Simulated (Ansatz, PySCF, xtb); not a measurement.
Energy landscape of H3Si (cation, charge +1), singlet: umbrella (inversion) coordinate, bond length relaxed. Scanned: angle between the Si-H bonds and the threefold axis (90 = planar). Other coordinates (Si-H bond length) were minimised at B3LYP/def2-TZVP.

Cartesian coordinates as functions of the variables (Å; names that start with a are angles):
```
Si  0  0  0
H  r*sin(a)*cos(0*2*pi/3+0)  r*sin(a)*sin(0*2*pi/3+0)  0+r*cos(a)
H  r*sin(a)*cos(1*2*pi/3+0)  r*sin(a)*sin(1*2*pi/3+0)  0+r*cos(a)
H  r*sin(a)*cos(2*2*pi/3+0)  r*sin(a)*sin(2*2*pi/3+0)  0+r*cos(a)
```

- RKS-B3LYP/cc-pVDZ = Ansatz (an electronic-structure program) with restricted B3LYP/cc-pVDZ
- RHF/def2-SVP (PySCF)
- RHF/LANL2DZ = restricted Hartree-Fock/LANL2DZ, with its core potentials past Ne (PySCF 2.14.0)
- GFN1-xTB (xtb)
- MP2/cc-pVDZ = MP2 on RHF/cc-pVDZ, frozen core run with Ansatz
- FCI/cc-pVDZ = full CI/cc-pVDZ, frozen core run with Ansatz

Energies in kcal/mol, each method relative to its own lowest point.

```tsv
a / °	RKS-B3LYP/cc-pVDZ	RHF	RHF/LANL2DZ	GFN1-xTB	MP2/cc-pVDZ	FCI/cc-pVDZ
90	0.0	0.0	0.0	0.0	0.0	0.0
93.23	0.6	0.6	0.6	0.2	0.6	0.6
95.43	1.6	1.8	1.8	0.6	1.7	1.6
99.66	5.1	5.8	5.7	1.9	5.4	5.1
102.48	8.5	9.7	9.5	3.2	9.0	8.6
104.93	12.1	14.0	13.6	4.8	12.9	12.3
108.65	19.0	21.9	21.2	7.8	20.2	19.2
111.74	26.0	29.9	28.9	11.1	27.6	26.2
114.26	32.6	37.4	36.1	14.3	34.5	32.7
116.54	39.2	45.0	43.4	17.8	41.4	39.2
119.63	49.3	56.6	54.4	23.5	51.9	49.1
122.99	61.8	70.8	68.0	30.9	64.9	61.2
125.51	72.2	82.8	79.4	37.6	75.7	71.3
128.49	85.9	98.3	94.3	47.0	89.8	84.4
132	104.0	118.7	114.1	60.3	108.2	101.4
```

Q: Order the methods in the basis of the full CI by their root-mean-square error against it, after the best constant shift.

A: RKS-B3LYP/cc-pVDZ 0.77, MP2/cc-pVDZ 2.09 (kcal/mol).
